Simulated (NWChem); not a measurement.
Molecule: C₃F₄; SMILES C(=C(F)F)=C(F)F

Question: Give the equilibrium geometry at PBE-D3(BJ)/def2-SVP (NWChem) as a list of bonds and angles, with the point group.

Answer: point group D2d; any orientation.
Bonded distances (Å): F1–C2 1.326, C2–F3 1.326, C2–C4 1.313, C4–C5 1.313, C5–F6 1.326, C5–F7 1.326. Angles (°): F1–C2–F3 109.3, F1–C2–C4 125.3, F3–C2–C4 125.3, C2–C4–C5 179.9, C4–C5–F6 125.3, C4–C5–F7 125.3, F6–C5–F7 109.3.
